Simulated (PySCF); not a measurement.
UHF on Be (beryllium, neutral)

Configuration: [He] 2s2, closed-shell 1S. All numbers are calculated (PySCF 2.14, the non-relativistic Hamiltonian (point nucleus), in pcseg-2 (4s2p1d, 15 functions)).

```json
{
 "Total energy": "-14.570176 hartree",
 "One-electron energy": "-19.0683 hartree",
 "Hartree (Coulomb) energy": "7.1604 hartree",
 "Exchange energy": "-2.6623 hartree",
 "Kinetic energy": "14.61425 hartree",
 "⟨S²⟩": "0.0000",
 "⟨L²⟩": "0.000",
 "Sum of ⟨r⟩": "6.128 bohr",
 "Sum of ⟨r²⟩": "17.41 bohr²",
 "Density at the nucleus (Gaussians lack the cusp)": "34.4 bohr⁻³",
 "Langevin diamagnetic susceptibility": "-13.8 ×10⁻⁶ cm³/mol",
 "Time after the integrals": "0.03 s of wall time on 1 thread of Neoverse-V2 (shared host)"
}
```

```tsv
shell	electrons	mean orbital energy (hartree)	rms radius, mean of both spins (bohr)
1s	2	-4.72769	0.485
2s	2	-0.30832	2.91
```
